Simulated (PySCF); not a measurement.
UHF on Sn (tin, neutral)

Configuration: [Kr] 4d10 5s2 5p1 5d1, one real determinant (an excited configuration). All numbers are calculated (PySCF 2.14, scalar relativity by spin-free X2C-1e, in aug-cc-pVQZ-DK3 (9s8p6d3f2g, 102 functions)).

| Property | Result |
| --- | --- |
| Total energy | -6173.323104 hartree |
| One-electron energy | -8483.6829 hartree |
| Hartree (Coulomb) energy | 2474.3095 hartree |
| Exchange energy | -163.9498 hartree |
| ⟨S²⟩ | 2.0100 |
| ⟨L²⟩ | 8.033 |
| Sum of ⟨r⟩ | 39.26 bohr |
| Sum of ⟨r²⟩ | 97.79 bohr² |
| Traceless quadrupole moment −½Σ⟨3z² − r²⟩ along its main axis | 10.3 e·bohr² |
| Langevin diamagnetic susceptibility | -77.5 ×10⁻⁶ cm³/mol |

| shell | electrons | mean orbital energy (eV) | spread (eV) | rms radius, mean of both spins (bohr) |
| --- | --- | --- | --- | --- |
| 1s α | 1 | -29345.3 | 0 | 0.0333 |
| 1s β | 1 | -29345.3 | 0 | 0.0333 |
| 2s α | 1 | -4526.4 | 0 | 0.136 |
| 2s β | 1 | -4526.4 | 0 | 0.136 |
| 2p α | 3 | -4059.4 | 0.011 | 0.121 |
| 2p β | 3 | -4059.4 | 0.056 | 0.121 |
| 3s α | 1 | -916.52 | 0 | 0.361 |
| 3s β | 1 | -916.49 | 0 | 0.361 |
| 3p α | 3 | -759.68 | 0.026 | 0.362 |
| 3p β | 3 | -759.62 | 0.183 | 0.362 |
| 3d α | 5 | -517.71 | 0.121 | 0.341 |
| 3d β | 5 | -517.70 | 0.155 | 0.341 |
| 4s α | 1 | -163.86 | 0 | 0.874 |
| 4s β | 1 | -163.77 | 0 | 0.874 |
| 4p α | 3 | -113.98 | 0.067 | 0.950 |
| 4p β | 3 | -113.87 | 0.443 | 0.950 |
| 4d α | 5 | -39.379 | 0.345 | 1.18 |
| 4d β | 5 | -39.277 | 0.522 | 1.18 |
| 5s α | 1 | -17.619 | 0 | 2.55 |
| 5s β | 1 | -15.592 | 0 | 2.55 |
| 5p α | 1 | -9.888 | 0 | 3.19 |
| 5d α | 1 | -1.421 | 0 | 7.17 |

⟨L²⟩ = 8.03 against 12 for a pure F term, so this real determinant mixes terms. The outer electron is Rydberg-like, and this basis confines it to a smaller radius and binds it less than a complete one would.

Densities and radii are taken from the X2C orbitals without a picture-change correction, which distorts them close to the nucleus.

Spin-orbit constants ζ (cm⁻¹) from the X2C one-electron operator on these orbitals: bare nucleus, nucleus screened by l(l+1)(2l+1)/3 electrons, and screened by the Breit-Pauli mean field of the electrons.

```tsv
shell	bare	screened nucleus	mean field
2p	1237000	1187000	n/a
3p	228700	219500	n/a
3d	34320	27460	n/a
4p	38660	37120	n/a
4d	4030	3224	n/a
5p	2547	2445	n/a
5d	20.44	16.35	n/a
```

To first order the Landé constant is A = 413.0 cm⁻¹, so the lowest level has J = 2 and lies 0.205 eV below the centre of the term. This holds in LS coupling only.
